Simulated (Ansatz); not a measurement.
MoAu₄⁻. The state is a doublet with charge -1. Geometry r2SCAN-D4/def2-SVPD; atoms count from 1.

```csv
atom,x (Å),y (Å),z (Å)
Mo1,-0.2765,0.2776,-0.0403
Au2,-1.0330,1.3189,2.1576
Au3,0.7618,-1.4151,1.6013
Au4,1.6048,-0.9423,-1.3027
Au5,-1.0571,0.7609,-2.4158
```

In the def2 sets Au, Mo take a core potential; there is no spin–orbit coupling. The charge -1 doublet is spin-contaminated (final ⟨S²⟩ up to 1.78, 0.75 for a pure state). No other spin state of charge -1 was run. The geometry of the doublet was relaxed on an unsound state (⟨S²⟩ 1.77, where a pure state has 0.75). Another isomer (doublet) lies 0.09 eV lower at PBE0-D4/def2-TZVPD; other spin states weren't run for this one.

(1) Estimate the Mulliken populations from the PBE0/def2-TZVPD orbitals of Ansatz.

(2) Where does the spin sit?

(3) And the Mayer bond orders between bonded heavy atoms (over 0.3)?

Answers

(1) 
| atom | charge (e) | spin (α − β) | d electrons |
| --- | --- | --- | --- |
| Mo1 | -0.39 | 1.21 | 4.67 |
| Au2 | -0.18 | -0.04 | 9.75 |
| Au3 | -0.12 | -0.07 | 9.76 |
| Au4 | -0.12 | -0.07 | 9.76 |
| Au5 | -0.19 | -0.03 | 9.75 |
Mulliken values and Mayer orders depend strongly on the basis. With diffuse functions, as here, like atoms can get unlike values, and bond orders can come out too low or too high.

(2) Summed by element: Mo 1.21, Au -0.21, of 1 unpaired in all. Largest on single atoms: Mo1 1.21, Au3 -0.07, Au4 -0.07.

(3) Mo1–Au2 1.12 (2.55 Å); Mo1–Au3 1.03 (2.58 Å); Mo1–Au4 1.04 (2.57 Å); Mo1–Au5 1.12 (2.55 Å).
